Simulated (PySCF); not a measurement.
H₃OSi, charge -1, multiplicity 1. Atoms are numbered in the order given.

```xyz
5

O      0.0000     0.0000    -1.1470
Si     0.0000     0.0000     0.4173
H     -1.1820     0.6824     1.1112
H      1.1820     0.6824     1.1112
H      0.0000    -1.3648     1.1112
```
Charge -1, spin multiplicity 1.

Geometry: PBE0-D3(BJ)/def2-TZVPD. The multiplicity is an assumed one; other spin states were not compared. The isomer is the one that the SMILES or the coordinates give; other isomers of the formula were not compared.

Computed with PBE0/pcSseg-2 run with PySCF.

GIAO shieldings, no solvent; atoms alike by connectivity are averaged. δ = σ(ref) − σ: ¹⁷O against H2O (σ = 327.8 ppm); ²⁹Si against TMS (σ = 341.9 ppm); ¹H against TMS (σ = 31.54 ppm), references at their B3LYP-D3(BJ)/def2-TZVP geometries, non-relativistic.

Estimate the chemical shifts. (An estimate is asked for; the answer gives what the named calculation found.)


```csv
nucleus,atoms,count,δ (ppm)
¹⁷O,O1,1,44.5
²⁹Si,Si2,1,-90.4
¹H,"H3, H4, H5",3,5.94
```
